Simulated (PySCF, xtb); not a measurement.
AgI, SMILES [Ag][I], multiplicity 1.

Harmonic wavenumbers (cm⁻¹) from GFN2-xTB in xtb at its own minimum, in rising order: 228.

Task: What does B3LYP-D3(BJ)/def2-TZVP (PySCF) give at its own minimum? (Estimate from the structure and the level; the computed values follow.)

Result: 192. Paired by order, the mean absolute difference is 36 cm⁻¹ and the zero-point energies are 0.3 and 0.3 kcal/mol.
